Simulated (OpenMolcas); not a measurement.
# C IV: effect of the IPEA shift

- Program: OpenMolcas
- Basis: ANO-R2 [4s4p2d1f]
- Scalar Hamiltonian: X2C, finite nucleus
- Active space: 1 electron in 4 orbitals (2s 2p)
- State averaging: 2S+1 = 2 even, 1 root; 2S+1 = 2 odd, 3 roots
- Spin-orbit coupling: state interaction with AMFI integrals over the reference wave functions, term energies averaged over their components

Methods on the same reference wave functions:
A. CASSCF
B. SS-CASPT2, IPEA 0 Eh, imaginary shift 0.1 Eh (closed shells correlated: 1s)
C. SS-CASPT2, IPEA 0.25 Eh, imaginary shift 0.1 Eh (closed shells correlated: 1s)

Energies in cm⁻¹ above 2s ²S_1/2, the measured ground level; measured values from Moore, Selected Tables of Atomic Spectra, NSRDS-NBS 3, section 3.

```csv
Level,A,B,C,Measured
2s ²S_1/2,0.0,0.0,0.0,0.0
2p ²P°_1/2,65093,64770,64772,64484
2p ²P°_3/2,65191,64868,64870,64592
```

Deviations, from unrounded energies. A percentage is the sum of absolute deviations over the sum of measured energies, with the sign that they share, or ± where signs differ.

| Against measurement | Levels | A | B | C |
| --- | --- | --- | --- | --- |
| mean absolute deviation (cm-1) | 2 | 600 | 280 | 280 |
| other configurations (%) | 2 | +0.9 | +0.4 | +0.4 |

B, C lie about equally close to measurement and A furthest from it. The largest miss of B in the table is 2p ²P°_1/2, by +290 cm-1. The ranking rests on the paired levels alone, and a cruder setting can come out closer through cancelling errors.

Between B and C no level of the table moves by more than 5 cm-1.

The lowest spin-free term lies below A's lowest term by 0.008 hartree in B, 0.008 hartree in C.

With one active electron the reference holds no correlation, so core polarisation is missing (holds for A). With one active electron, CASPT2 adds the correlation within the correlated inactive shells and between them and that electron, and leaves the splitting within a term as the reference gives it (holds for B; C). Measured partners are found by configuration, term and J. A level has none where our copy of the source lacks it or the pairing is in doubt (some pairs that miss far off the trend of their configuration count as doubtful), and it then counts in no deviation. Levels of configurations outside the active space are missing.

° marks odd parity.
